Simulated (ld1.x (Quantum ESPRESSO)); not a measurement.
**Before and after: RRKJ potential for silicon**

- Element: Si (Z = 14)
- Generator: ld1.x (Quantum ESPRESSO) 7.5
- Type: norm-conserving RRKJ (Kleinman–Bylander form)
- Functional: LDA (PZ)
- Relativity: non-relativistic
- Frozen core: [Ne]
- Valence charge: 4
- Reference configuration: 3s1 3p0 (charge +3)
- Partial waves: 3p (bound, empty): rc 1.50 bohr; 3d channel at 0.05 Ry: rc 1.80 bohr; 3s (bound): rc 1.70 bohr
- Local potential: the s channel
- Core correction: none

All-electron outer shells of the reference configuration (LDA (PZ), non-relativistic, ld1.x):

| shell | level (eV) | outermost node (bohr) | outermost maximum (bohr) |
| --- | --- | --- | --- |
| 3s | -39.61 | 0.71 | 1.63 |
| 3p | -31.03 | 0.70 | 1.80 |

Change: wave 3s (bound): rc 1.70 bohr becomes 3s (bound): rc 2.60 bohr.

Cutoffs: the cutoffs (Ry, on a coarse ladder) from which the occupation-weighted sum of valence levels, in a spherical-Bessel basis at the reference potential, stays within 10 and 1 mRy of its value at 400 Ry; they do not see the model core or the augmentation charge, which bear on the density cutoff. Errors are all-electron minus pseudo energies relative to the spin-unpolarised reference configuration.

Q: How do hardness, ghosts and transferability respond?

A: The potential gets softer (15 Ry and 40 Ry → 8 Ry and 18 Ry); of the 9 tests that both files solve, the error grows in 6 and shrinks in 1 by more than 15 % and 0.3 meV (median size 249.0 → 366.5 meV); neither file shows a bound ghost. A larger radius leaves more room for a smooth pseudo-wave, so fewer plane waves are needed.

```tsv
quantity	base	changed
cutoff, loose	15 Ry	8 Ry
cutoff, tight	40 Ry	18 Ry
bound ghosts	none	none
error for 3s2 3p2, meV [ΔE -58.04 eV]	+323	+439
error for 3s2 3p1, meV [ΔE -50.20 eV]	+249	+276
error for 3s2 3p0, meV [ΔE -34.07 eV]	+123	+85
error for 3s0 3p4, meV [ΔE -44.38 eV]	+194	+444
error for 3s2 3p1.5, meV [ΔE -55.07 eV]	+294	+366
error for 3s1 3p2, meV [ΔE -42.85 eV]	+183	+288
error for 3s1 3p3, meV [ΔE -51.29 eV]	+253	+438
error for 3s1 3p0 (spin-polarised), meV [ΔE -0.53 eV]	+187	+187
error for 3s2 3p2 (spin-polarised), meV [ΔE -58.65 eV]	+373	+494
```
